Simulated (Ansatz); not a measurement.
The same path of C$_{3}$H$_{11}$BSSi (17 atoms, charge 0, multiplicity 1) was run twice with different band settings.

All numbers below come from RKS B3LYP-D4/6-31G* in Ansatz.

Relaxed end points:

```xyz
17
Properties=species:S:1:pos:R:3
C -1.416 -0.466 -1.524
B -0.972 -0.922 -0.082
S -2.291 -1.446 1.042
C 0.551 -0.961 0.345
C 1.399 0.247 -0.123
Si 0.946 1.861 0.755
H -2.460 -0.685 -1.773
H -1.280 0.621 -1.616
H -0.777 -0.918 -2.294
H -1.556 -1.708 2.146
H 0.678 -1.109 1.426
H 0.954 -1.877 -0.122
H 2.466 0.053 0.050
H 1.291 0.393 -1.206
H -0.483 2.208 0.515
H 1.141 1.718 2.226
H 1.791 2.990 0.275
```

```xyz
17
Properties=species:S:1:pos:R:3
C -1.426 -0.584 -1.313
B -0.812 -0.984 0.081
S -1.838 -1.489 1.484
C 0.750 -0.962 0.338
C 1.472 0.310 -0.175
Si 1.005 1.880 0.773
H -2.445 -0.945 -1.485
H -0.794 -0.918 -2.146
H -1.459 0.514 -1.378
H -3.058 -1.448 0.903
H 1.003 -1.133 1.393
H 1.150 -1.836 -0.205
H 2.561 0.181 -0.106
H 1.255 0.469 -1.239
H -0.454 2.154 0.650
H 1.326 1.731 2.220
H 1.746 3.060 0.244
```

Common settings: movable images 5; climbing image yes; spring 5.0 eV/Å²; optimiser quadratic models (default); start path through a guess of the saddle point; end points relaxed.

| run | force threshold | iteration limit |
| --- | --- | --- |
| 1 | 0.05 eV/Å | 54 |
| 2 | 0.5 eV/Å | 40 |

(1) What does each run give, and how far can it be trusted?

Answers

(1) Run 1: converged after 43 iterations, highest image 0.688 eV above the first end. The profile has 2 maxima (images 1, 4) with wells between them (image 3): this band takes more than one step, which may be the mechanism or a detour left from its start path. A vibrational analysis at the climbing image gives one clearly imaginary mode, 475i cm⁻¹: a first-order saddle point.
Run 2: converged after 13 iterations, highest image 4.270 eV above the first end. The threshold of 0.5 eV/Å is loose, so the images may lie well off the minimum-energy path. The profile has 2 maxima (images 2, 4) with wells between them (image 3): this band takes more than one step, which may be the mechanism or a detour left from its start path. Neighbouring images differ by up to 4.0 eV, so the band resolves the path poorly. The order of the stationary point at the top wasn't checked. Another band between the same ends, with other settings, climbed to 0.69 eV only, so this may not be the lowest route.
